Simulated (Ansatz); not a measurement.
Calculated with Ansatz (gas phase, PBE0-D4/def2-TZVP geometries, no zero-point term in ΔE). CCSD(T)/CBS is the MP2 limit (def2-TZVPP, def2-QZVPP) plus CCSD(T) − MP2 in def2-TZVPP, frozen cores. Functionals use def2-TZVPP. One conformer a species, not always the lowest.

Consider the redistribution: `FC(F)(F)[SiH2]Cl` + `CC[Si]C` → `C[SiH2]C(F)(F)F` + `CC[Si]Cl`.

Is it downhill or uphill in electronic energy at CCSD(T)/CBS, and by how much? (Estimate.)

Ansatz gave: Downhill: ΔE = -14.4 kcal/mol.

What do these levels give: r2SCAN-D4, B2PLYP, r2SCAN, CCSD/def2-SVP, SCS-MP2/def2-TZVPP, CCSD(T)/def2-TZVPP? (Best estimate.)

The calculation gave: r2SCAN-D4 -15.2, B2PLYP -15.2, r2SCAN -15.2, CCSD/def2-SVP -14.3, SCS-MP2/def2-TZVPP -14.2, CCSD(T)/def2-TZVPP -14.2 kcal/mol.

Largest T1 diagnostic among the species: 0.012.

From BLYP to BHLYP (50 % exact exchange), in def2-TZVPP and without D4, ΔE moves by +1.2 kcal/mol. Leaving LDA and LC-ωPBE aside and taking each functional with its dispersion term where it has one, the values, not all of them listed here, spread over 1.1 kcal/mol, from BLYP-D4 to PBE-QIDH.
